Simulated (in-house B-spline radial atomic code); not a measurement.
## The silver ion Ag²⁺: [Ar] 3d10 4s2 4p5 4d9 7g1 (an excited or competing configuration)

Computed with an all-electron radial atomic-structure program (B-spline basis): Dirac-Hartree-Fock, average of configuration, Fermi nucleus of rms radius 4.5454 fm.

Effective charges: Z_r = [3n² - l(l+1)]/(2<r>) from the radius, Z_e = n√(-2ε) from the energy, and Slater's rules. Values are occupation-weighted means over j. An effective charge above Z reflects the relativistic contraction of the inner shells.

| shell | electrons | ε (eV) | <r> (bohr) | Z_r | Z_e | Slater |
| --- | --- | --- | --- | --- | --- | --- |
| 1s | 2 | -25707 | 0.0311 | 48.23 | 43.47 | 46.70 |
| 2s | 2 | -3905.7 | 0.1343 | 44.67 | 33.89 | 42.85 |
| 2p | 6 | -3503.6 | 0.1176 | 42.53 | 32.09 | 42.85 |
| 3s | 2 | -786.46 | 0.3662 | 36.87 | 22.81 | 35.75 |
| 3p | 6 | -650.45 | 0.3659 | 34.16 | 20.74 | 35.75 |
| 3d | 10 | -435.44 | 0.3447 | 30.46 | 16.97 | 25.85 |
| 4s | 2 | -153.67 | 0.9098 | 26.38 | 13.44 | 19.60 |
| 4p | 5 | -113.31 | 0.9867 | 23.31 | 11.54 | 19.60 |
| 4d | 9 | -50.485 | 1.234 | 17.02 | 7.71 | 9.20 |
| 7g | 1 | -2.5001 | 21.15 | 3.00 | 3.00 | - |

The least bound orbital is 7g7/2 at -2.5 eV, and it is also the most diffuse (<r> = 21.15 bohr).

Spin-orbit splittings of the orbital energies (j = l + 1/2 above j = l - 1/2 when positive): 2p 176.2 eV, 3p 32.11 eV, 3d 6.376 eV, 4p 5.462 eV, 4d 0.729 eV, 7g -1.346e-05 eV.

For the 1s electron the small component carries 2.96 % of the norm, the zero-frequency Breit interaction raises the level by 55.47 eV, self-energy by 31.03 eV, and vacuum polarisation lowers it by 3.894 eV.
